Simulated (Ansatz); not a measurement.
Process, species as SMILES: [B]=N (B-NH) → [B-]=N (closed-shell singlet) (an electron is taken up)
B3LYP-D3(BJ)/def2-TZVP geometries, fixed; electronic energies without zero-point terms; positive where energy is released.
Largest species:
```
N
B 1 1.2337
H 1 0.9930 2 180.00
```
Charge 0, spin multiplicity 2.

Basis-set convergence of the adiabatic electron affinity at B3LYP with Ansatz (a program for electronic structure). Cartesian d functions, on some or all atoms, in 6-31G*, 6-31G**; all else is spherical. The program fits the integrals of some runs and decomposes those of others, by size. Open shells are unrestricted. No added dispersion term, no relativity. Functions are those of the species that has most. Reference: the value in aug-pcseg-3, 1.831 eV, itself unsure by roughly 0.004 eV (its mean distance from aug-cc-pVQZ, def2-QZVPPD). Deviations are taken from unrounded values.

```tsv
basis	functions	adiabatic electron affinity (eV)	minus reference (eV)
def2-SV(P)	30	1.199	-0.632
6-31G*	32	0.658	-1.173
6-31G**	35	0.666	-1.165
6-311G**	42	1.307	-0.524
aug-cc-pVDZ	55	1.856	0.026
aug-pcseg-1	55	1.851	0.020
def2-TZVP	68	1.693	-0.138
6-311++G(3df,3pd)	96	1.831	0.000
aug-cc-pVTZ	115	1.838	0.007
cc-pVQZ	140	1.665	-0.166
def2-QZVPP	144	1.742	-0.089
pcseg-3	153	1.791	-0.040
def2-QZVPPD	159	1.823	-0.008
```
